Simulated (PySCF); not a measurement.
Unknowns

Theoretical values (PySCF 2.14.0 with density-fitted response routines): shielding tensors at PBE0/pcSseg-1 (GIAO), GFN2-xTB structure. One computed conformer, non-relativistic, fast rotation and ring inversion assumed for equivalent nuclei, in vacuum.

Shifts are taken against calculated references (same method and geometry level): TMS for 1H (σ = 31.72 ppm) and 13C (σ = 186.93 ppm). Splittings of carbon signals by F and P are missing where no couplings were computed. Where no couplings were computed, multiplicities follow the n + 1 count of equivalent neighbours, and m marks all less simple cases (inequivalent or close neighbours, rings, F or P nearby). Shifts are as computed. Against solution values, carbons near 30 ppm lie about +3 ppm off and those near 130 ppm about +5 ppm. Of 1211 compounds with measured shifts, 218 miss one by over three times the rms of a fit or turn the order of signals round; such compounds aren't used in these exercises.

Q: C4H12F2OSi2. 1H NMR (400 MHz, computed): δ 6.47 (m, 1H), 4.37 (m, 1H), 4.13 (m, 1H), 4.05 (s, 3H), 1.66 (s, 3H), 0.43 (m, 3H). 13C{1H} NMR (computed): δ 125.0 (CH), 68.4 (C), 22.9 (CH3), -11.0 (CH3). Identify the compound.

A: SMILES C[SiH2][C@@](C)([SiH3])OC(F)F. The formula gives 0 degrees of unsaturation. 4 carbon signals for 4 carbons: no two carbons are equivalent. Carbon types of the structure: 1 × C, 1 × CH, 2 × CH3, leaving 5 H on heteroatoms. δC 125.0: sp3 CH bonded to 2 F and O; 3 electronegative neighbours deshield it. δC 68.4: fully substituted sp3 carbon bonded to O and 2 Si; deshielded by the electronegative neighbour. δC 22.9: methyl carbon; saturated and bonded to C and H only. δH 6.47: hydrogen on an sp3 CH bonded to 2 F and O; its carbon carries F and O, which withdraws density.

The data come from this structure; uniqueness wasn't tested.

Q: C5H10O5Si. 1H NMR (300 MHz, computed): δ 4.92 (s, 3H), 4.59 (t, 2H), 3.62 (t, 2H), 3.60 (s, 3H). 13C{1H} NMR (computed): δ 166.7 (C), 165.1 (C), 71.5 (CH2), 66.9 (CH2), 61.9 (CH3). What is it?

A: `COCCOC(=O)C(=O)O[SiH3]`. Rings plus π bonds: 2 (no ring in the answer). 5 carbon signals for 5 carbons: no two carbons are equivalent. Carbon types of the structure: 2 × C, 2 × CH2, 1 × CH3, leaving 3 H on heteroatoms. δC 166.7: ester carbonyl carbon; it is a carbonyl in resonance with an O or N lone pair, the region of acids, esters and amides. δC 165.1: carbonyl carbon. δC 71.5, 66.9: sp3 CH2 bonded to O; pulled downfield by the heteroatom. δC 61.9: methyl carbon bonded to O; deshielded by the electronegative neighbour.

The shifts were computed for this structure.
